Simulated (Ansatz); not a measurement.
```xyz
5

F    -0.0668    1.5584   -1.0733
W    -0.0679    0.0607   -0.0013
F    -1.5796   -0.0872    1.0402
S     0.0887   -1.6536   -1.2239
S     1.6256    0.1217    1.2583
```

The species carries charge 0 and has multiplicity 1. W takes the def2 core potential.

**Question.** List the B3LYP/def2-TZVPP orbital energies in eV (Ansatz 0.2.0). (Best estimate.)

**Answer.** The calculation gave: Occupied: -2418.41, -2418.41, -672.77, -672.77, -216.43, -216.43, -160.91, -160.91, -160.91, -160.91, -160.86, -160.86, -84.15, -47.59, -47.35, -47.07, -32.90, -32.61, -19.43, -19.02, -14.40, -14.31, -13.51, -13.49, -13.20, -12.76, -10.36, -9.96, -9.44, -8.82, -8.58, -7.56. Lowest empty: -3.37, -3.22, -2.00, -2.00, -1.93, -0.42, 2.29, 2.44.

B3LYP here is the variant with VWN-RPA as its local correlation; programs differ in this.
